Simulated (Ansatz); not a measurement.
Cartesian coordinates in Å:
```
C -0.788 -1.139 -0.757
C -0.571 -0.489 0.562
C -0.527 0.837 0.824
S -0.429 2.129 -0.388
Al 1.511 1.063 -0.113
H -1.776 -1.614 -0.752
H -0.056 -1.927 -0.942
H -0.755 -0.418 -1.573
H -0.542 -1.147 1.429
H -0.479 1.149 1.864
H 1.968 0.050 -1.237
H 2.445 1.506 1.083
```

Total charge 0; spin multiplicity 1.

List the ωB97M-V/def2-TZVPP orbital energies in eV (Ansatz 0.2.0). (Best estimate.)

Computed: Occupied: -2426.29, -1532.14, -283.04, -282.79, -281.77, -220.27, -163.40, -163.29, -163.19, -116.71, -76.36, -76.24, -76.16, -26.35, -23.67, -21.62, -17.89, -16.80, -15.26, -14.35, -13.90, -13.61, -12.33, -11.61, -10.73, -9.58, -9.03. Lowest empty: 0.78, 1.35, 2.31, 2.74, 2.99, 3.11, 3.68, 4.07.
